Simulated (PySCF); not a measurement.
C2H4SSi, SMILES [SiH2](C#C)S, B3LYP/def2-SVP optimised geometry.

```
8

C      1.39     0.68     0.00
C      0.18     0.68     0.00
Si    -1.66     0.66     0.01
S     -2.47    -0.91    -1.24
H      2.47     0.68     0.00
H     -2.12     0.52     1.42
H     -2.18     1.92    -0.58
H     -1.94    -1.92    -0.51
```

Density from B3LYP/def2-TZVP (PySCF) at that geometry.

Minimum of the electron density along straight lines between bonded atoms, close to the bond critical point (lines longer than 1.1 times the sum of covalent radii, or with two minima, are not listed):

```tsv
bond	length / Å	ρ at the minimum / e bohr⁻³	∇²ρ there / e bohr⁻⁵	position (fraction from the first atom)
C1–C2	1.218	0.415	-1.24	0.52
C2–Si3	1.836	0.119	0.29	0.61
Si3–S4	2.160	0.098	0.06	0.36
C1–H5	1.075	0.286	-1.06	0.67
Si3–H6	1.488	0.123	0.13	0.49
Si3–H7	1.486	0.124	0.14	0.49
S4–H8	1.354	0.209	-0.58	0.64
```
